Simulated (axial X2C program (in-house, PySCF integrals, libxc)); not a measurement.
## Potential curves of NaOs, two-component

Calculated with an in-house relativistic program for diatomic molecules. Two-component (2c) means X2C with spin–orbit coupling and atomic mean-field two-electron Coulomb and Gaunt terms. Basis: Os dyall-cv3z [13s14p9d6f4g], Na dyall-cv3z [9s8p5d2f] (cores contracted in-house); Gaussian nuclei, density fitting, unrestricted open shells. Masses: Os 191.961 u, Na 22.990 u.

State: Ω = 7/2 (⟨Sz⟩ = 1.38, ⟨Lz⟩ = 2.12 at B97-3). Energies in eV from the fragments at the same level (Os + Na). Fits are polynomials in 1 − R0/R over 0.85 to 1.23 times the lowest point R0.

```csv
R (Å),B97-3,PBE0
2.4412,-0.7277,-0.7519
2.5535,-0.9082,-0.9268
2.6376,-0.9871,-1.0024
2.7218,-1.0288,-1.0415
2.8060,-1.0397,-1.0507
2.9042,-1.0260,-1.0363
3.0024,-0.9888,-0.9993
3.1287,-0.9187,-0.9317
3.2830,-0.8136,-0.8325
3.5075,-0.6529,-0.6836
```

The state is a single determinant with fixed occupations, the lowest that a limited PBE0 search found. Dissociation energies refer to the lowest single-determinant-based atoms at the same level and basis. Density functionals use the spin component along the axis (collinear). Without a current term, density functionals place determinants with orbital angular momentum somewhat too high. With several unpaired electrons one determinant need not be a pure state. The determinant is spin-polarised beyond a pure state at some levels (its spin-free form has ⟨S²⟩ too high), which makes Re and μ there less reliable. The lowest spin-free determinant has another configuration (M_S = 3/2, Λ = 0), so the order of states is uncertain and this need not be the ground state.

Problem. What are Re, ωe and De at the B97-3 level?

Solution. At B97-3, 2c: Re = 2.804 Å, ωe ≈ 205 cm⁻¹, De = 1.04 eV to Os + Na; Be follows as 0.104 cm⁻¹.

Problem. Fit the PBE0 curve near its minimum: give the equilibrium distance, the harmonic wavenumber and the well depth.

Solution. At PBE0, 2c: Re = 2.799 Å, ωe ≈ 203 cm⁻¹, De = 1.05 eV to Os + Na; Be follows as 0.105 cm⁻¹.
